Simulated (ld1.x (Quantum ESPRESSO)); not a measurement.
# Ti, TM: configuration errors across variants

```json
{"Element": "Ti (Z = 22)", "Generator": "ld1.x (Quantum ESPRESSO) 7.5", "Type": "norm-conserving Troullier–Martins (Kleinman–Bylander form)", "Functional": "Wu–Cohen", "Relativity": "scalar-relativistic", "Frozen core": "[Ne]", "Valence charge": "12", "Reference configuration": "3s2 3p6 3d2 4s2 4p0", "Partial waves": "3s (bound): rc 0.90 bohr; 3p (bound): rc 0.90 bohr; 3d (bound): rc 1.30 bohr", "Local potential": "all-electron potential smoothed inside 1.15 bohr (lloc = -1)", "Core correction": "none"}
```

Occupied shells without a wave of their own: 4s. They enter only through the test configuration that unscreens the potential.

All-electron excitation energies from the reference (eV): (1) 3s2 3p6 3d2 4s1 4p0 7.365; (2) 3s2 3p6 3d2 4s0 4p0 20.776; (3) 3s2 3p6 3d1 4s0 4p0 47.707; (4) 3s2 3p6 3d1 4s2 4p1 4.714; (5) 3s2 3p5 3d2 4s2 4p0 45.504; (6) 3s2 3p6 3d3 4s0 4p0 7.315; (7) 3s1 3p6 3d2 4s2 4p0 69.499.

For the base: The 4s level has no wave, so the channel is fitted at the deeper level alone: the likely source of the large errors.

Errors AE − PS in meV (a dash: test not solved or not reliable):

| change | (1) | (2) | (3) | (4) | (5) | (6) | (7) | bound ghosts |
| --- | --- | --- | --- | --- | --- | --- | --- | --- |
| base | -65 | -172 | -265 | +31 | +16 | -91 | +8.8 | none |
| wave 3s (bound): rc 0.90 bohr becomes 3s (bound): rc 0.60 bohr | -136 | -361 | -577 | +44 | +45 | -192 | +73 | not determined |
| wave 3s (bound): rc 0.90 bohr becomes 3s (bound): rc 0.78 bohr | -74 | -196 | -306 | +33 | +20 | -104 | +14 | none |
| wave 3s (bound): rc 0.90 bohr becomes 3s (bound): rc 0.84 bohr | -67 | -176 | -273 | +31 | +17 | -94 | +9.4 | none |
| wave 3s (bound): rc 0.90 bohr becomes 3s (bound): rc 0.94 bohr | -66 | -174 | -270 | +31 | +16 | -93 | +9.1 | none |
| wave 3s (bound): rc 0.90 bohr becomes 3s (bound): rc 1.00 bohr | -73 | -193 | -300 | +32 | +19 | -103 | +11 | none |
| wave 3s (bound): rc 0.90 bohr becomes 3s (bound): rc 1.08 bohr | -88 | -234 | -367 | +35 | +24 | -125 | +14 | none |
| wave 3s (bound): rc 0.90 bohr becomes 3s (bound): rc 1.20 bohr | -127 | -335 | -531 | +41 | +38 | -180 | +20 | none |
| wave 3s (bound): rc 0.90 bohr becomes 3s (bound): rc 1.28 bohr | -173 | -459 | -731 | +49 | +54 | -247 | +26 | none |
| wave 3s (bound): rc 0.90 bohr becomes 3s (bound): rc 1.32 bohr | -192 | -511 | -816 | +52 | +61 | -275 | +28 | none |

(1) Give the same row for: wave 3s (bound): rc 0.90 bohr becomes 3s (bound): rc 0.68 bohr.

Answers

(1) -111, -292, -465, +40, +34, -155, +41; bound ghosts: none.
